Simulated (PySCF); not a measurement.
**Telling isomers of C6H10F2OSi apart by NMR**

Theory: σ from GIAO-PBE0/pcSseg-1, structure optimised with GFN2-xTB, in PySCF 2.14 (equivalent nuclei averaged, gas phase, single conformer, non-relativistic Hamiltonian).

Scale: TMS for $^{1}$H (31.72 ppm), $^{13}$C (186.93 ppm) (reference shieldings calculated alike). Splittings of carbon signals by F and P are missing where no couplings were computed. Where no couplings were computed, multiplicities follow the n + 1 count of equivalent neighbours, and m marks all less simple cases (inequivalent or close neighbours, rings, F or P nearby). Shifts are as computed. Against solution values, carbons near 30 ppm lie about +3 ppm off and those near 130 ppm about +5 ppm. Of 1309 compounds with measured shifts, 239 miss one by over three times the rms of a fit or turn the order of signals round; such compounds aren't used in these exercises.

(1) Tabulate the signals of `C=C(C)[C@]1(OC(F)F)C[SiH2]1`, `C[SiH](C)/C=C\C(=O)C(F)F` and their relative energies.

(2) What is the quickest way to tell C=C(C)[C@]1(OC(F)F)C[SiH2]1 from C[SiH](C)/C=C\C(=O)C(F)F?

Results:

(1) 
```json
{"SMILES": "C=C(C)[C@]1(OC(F)F)C[SiH2]1", "carbon types": "2×C 1×CH 2×CH2 1×CH3", "δC": "156.7, 127.8, 108.3, 71.7, 25.1, 12.0", "δH": "6.31 (m, 1H), 4.87 (br s, 1H), 4.37 (br s, 1H), 3.48 (m, 1H), 2.64 (m, 1H), 2.31 (s, 3H), 1.62 (m, 1H), 1.37 (m, 1H)", "E rel. (kcal/mol)": "37.6"}
{"SMILES": "C[SiH](C)/C=C\\C(=O)C(F)F", "carbon types": "1×C 3×CH 2×CH3", "δC": "195.5, 180.1, 140.2, 119.1, -2.9", "δH": "7.95 (m, 1H), 7.60 (m, 1H), 6.13 (m, 1H), 4.94 (m, 1H), 0.19 (d, 6H)", "E rel. (kcal/mol)": "0.0"}
```

Energies are electronic energies at PBE0/pcSseg-1 on these geometries, without zero-point or thermal terms, each for the one conformer computed, which needn't be the lowest.

(2) Count the carbon signals: 6 against 5. The first has a terminal =CH2 carbon at 108.3 ppm, the second a β carbon of a C=C–C=O unit (CH) at 180.1 ppm. Their most deshielded carbons lie at 156.7 and 195.5 ppm. In the proton spectra the most deshielded non-exchanging signals are 6.31 (m, 1H) and 7.95 (m, 1H).
